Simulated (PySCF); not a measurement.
Compound: C6H10NOP.
SMILES with atom numbers: `[CH3:1][c:2]1[cH:3][o:4][c:5]([N:6]([CH3:7])[CH3:8])[p:9]1`

Cartesian coordinates in Å at the GFN2-xTB level; atoms count from 1:
```
atom  x, y, z in Å
C1     2.8827   -1.3043   -1.7955
C2     1.7636   -0.7687   -0.9635
C3     1.8724   -0.3667    0.3211
O4     0.7322    0.0784    0.9030
C5    -0.2963    0.0144    0.0470
N6    -1.5272    0.3476    0.5333
C7    -2.5862    0.5395   -0.4236
C8    -1.6245    1.1053    1.7586
P9     0.0839   -0.5781   -1.5381
H10    3.7744   -0.6900   -1.6805
H11    2.5963   -1.3220   -2.8445
H12    3.1288   -2.3215   -1.4903
H13    2.7417   -0.3437    0.9533
H14   -2.5199   -0.2383   -1.1840
H15   -2.5253    1.5170   -0.9169
H16   -3.5445    0.4582    0.0881
H17   -0.8605    0.7655    2.4535
H18   -1.4944    2.1809    1.5880
H19   -2.6070    0.9358    2.1986
```

NICS = −σ at a ghost point: NICS(0) at the centroid of the ring atoms, NICS(1) 1 Å to either side along the normal of their mean plane, zz for the tensor component along that normal. Level: GIAO PBE0/pcSseg-1 (PySCF, non-relativistic, gas phase) on the GFN2-xTB geometry, one conformer.

Ring bond lengths (Å), with Mayer bond orders in brackets: C2–C3 1.350 (1.65), C3–O4 1.355 (0.99), O4–C5 1.340 (1.05), C5–P9 1.734 (1.38), P9–C2 1.785 (1.09).

What do the NICS probes read (ppm)?

| ring | type | NICS(0) | NICS(1), two faces | NICS(1)zz, two faces | rms pucker (Å) | centre to ring atoms, mean (Å) |
| --- | --- | --- | --- | --- | --- | --- |
| C2–C3–O4–C5–P9 | 5-membered ring with O and P; formal bonds all aromatic | -9.9 | -8.2 / -8.7 | -17.6 / -18.4 | 0.00 | 1.28 |

What do they say, and how far can they be read as aromaticity?

- C2–C3–O4–C5–P9: mean NICS(1)zz -18.0 ppm, shielded.

And the bond-length index? HOMA = 1 − mean of α(R − Ropt)² over the ring bonds, with Krygowski's 1993 parameters (CC: Ropt 1.388 Å, α 257.7 Å⁻²; CO: Ropt 1.265 Å, α 157.38 Å⁻²; CP: Ropt 1.698 Å, α 118.91 Å⁻²).

- C2–C3–O4–C5–P9: HOMA 0.28; the largest term is that of C3–O4, α(R − Ropt)² = 1.28.

What is the mean of the two in-plane components of NICS at the first NICS(1) probe listed for ring C2–C3–O4–C5–P9, 1 Å off the ring?

The isotropic value is a third of the trace: (3 × -8.2 − (-17.6))/2 = -3.5 ppm.

What are the shieldings of the ring atoms and their hydrogens in the same run (means over atoms taken as equivalent)?

```tsv
atoms	environment	σ isotropic (ppm)
C2	substituted aromatic carbon	44.4
C3	aromatic CH next to a ring oxygen	46.9
O4	furan-type oxygen	32.2
C5	aromatic carbon bearing nitrogen	-16.9
P9	phosphorus bonded to 2 C	304.5
H13	aromatic hydrogen	24.46
```

The run took 37 s on one thread of an Arm Neoverse V1, no GPU, on a shared host, and the process peaked at 0.95 GiB of memory. This is the whole shielding run at PBE0/pcSseg-1, SCF included.
